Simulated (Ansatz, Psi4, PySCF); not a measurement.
calcium atom (Ca), singlet. Base run: PySCF with REVPBE/STO-3G.

Geometry (Å):
```xyz
1

Ca     0.0000     0.0000     0.0000
```
All else is at PySCF's defaults.

The same geometry, method and basis name were run in Ansatz (an electronic-structure program) and Psi4 and PySCF, at each program's defaults and at the settings that a row names. The base is PySCF at its defaults. Differences at the defaults can come from grids, fitting, cores and function types together.

```tsv
code and settings	ΔE vs base (mEh)	basis functions	E (Eh)	SCF cycles
PySCF, defaults (exact integrals, its default grid, spherical functions)	0.000	13	-670.61130	5
Psi4, defaults (density fitting with its default set, its default grid, spherical functions)	-1.084	13	-670.61239	5
Ansatz, defaults (factorised integrals, its default grid, spherical functions)	0.000	13	-670.61131	-
PySCF, density fitting with def2-universal-jkfit	-1.015	13	-670.61232	5
PySCF, fine grid	0.000	13	-670.61131	5
Psi4, exact integrals, spherical functions, fine grid	0.001	13	-670.61130	6
Ansatz, high accuracy	0.000	13	-670.61131	-
```
